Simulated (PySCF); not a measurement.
A structure optimised at ωB97X-D3(BJ)/def2-SVPD, used in a PySCF frequency run:

```
Cu
Cl 1 2.1707
Cl 1 2.1707 2 180.00
```
Charge -1, spin multiplicity 1.

Question: Write its SMILES, formula and point group.

Answer: [Cl][Cu-][Cl], Cl2Cu, D∞h

Question: What are its rotational constants (standard atomic weights)?

Answer: 1.5128 GHz (linear rotor, B only)
